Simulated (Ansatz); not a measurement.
Geometry optimisation, RKS PBE0-D4/def2-SVP (Ansatz 0.2.0).

input.yaml

```yaml
crystal:
  periodic: [false, false, false]
  atoms:
    - { symbol: C, position_ang: [-0.8073, -0.0233, -0.6277] }
    - { symbol: Si, position_ang: [-0.6781, -0.3522, 1.1803] }
    - { symbol: Ga, position_ang: [1.6688, 0.75, 0.1933] }
    - { symbol: S, position_ang: [0.4549, -0.9085, -1.5789] }
    - { symbol: H, position_ang: [-0.7012, 1.0996, -0.83] }
    - { symbol: H, position_ang: [-1.8727, -0.2514, -0.9772] }
    - { symbol: H, position_ang: [0.6991, 0.0379, 1.6326] }
    - { symbol: H, position_ang: [-0.8384, -1.7704, 1.4047] }
    - { symbol: H, position_ang: [2.1635, 1.372, -0.4142] }
basis:
  gaussian: { orbitals: def2-SVP }
hamiltonian:
  xc: pbe0
  dispersion: d4
relax:
  f_tol: 0.02
  max_steps: 50
```

Command:

```bash
$ ansatz run input.yaml --threads 2 --pin off --max-ram 3072MiB --backend cpu --events-out ev --progress --plain --runs-dir out
```

Task: Where does it end, and by what steps?

Result: The run converged. After 17 steps the energy has fallen by 9.159 eV; H9 moved furthest, 1.77 Å. The start is strongly strained (largest force component 22 eV/Å).

| step | energy less start (eV) | largest force component (eV/Å) | accepted |
| --- | --- | --- | --- |
| 0 | 0.0000 | 22.127 | yes |
| 1 | -5.5170 | 8.932 | yes |
| 2 | -7.4417 | 2.419 | yes |
| 3 | -7.9676 | 1.263 | yes |
| 4 | -8.1182 | 0.667 | yes |
| 5 | -8.1771 | 0.322 | yes |
| 6 | -8.2369 | 0.417 | yes |
| 7 | -8.3188 | 0.324 | yes |
| 8 | -8.4028 | 0.362 | yes |
| 9 | -8.5023 | 0.473 | yes |
| 10 | -8.5935 | 0.480 | yes |
| 11 | -8.7220 | 0.382 | yes |
| 12 | -8.8784 | 0.323 | yes |
| 13 | -9.0254 | 0.318 | yes |
| 14 | -9.1250 | 0.336 | yes |
| 15 | -9.1555 | 0.154 | yes |
| 16 | -9.1587 | 0.022 | yes |
| 17 | -9.1590 | 0.008 | yes |

```xyz
9
Properties=species:S:1:pos:R:3
C -1.144 -0.045 -0.659
Si -0.826 -0.102 1.266
Ga 1.482 0.072 0.127
S 0.340 0.079 -1.742
H -1.803 0.814 -0.874
H -1.708 -0.950 -0.944
H 0.328 1.063 1.162
H 0.452 -1.119 1.077
H 2.969 0.140 0.570
```

Whether the end is a true minimum wasn't checked by a vibrational analysis.

The run took 38 s on 2 threads of Intel(R) Xeon(R) 6975P-C (Granite Rapids), on a shared host, peak memory 0.27 GiB.
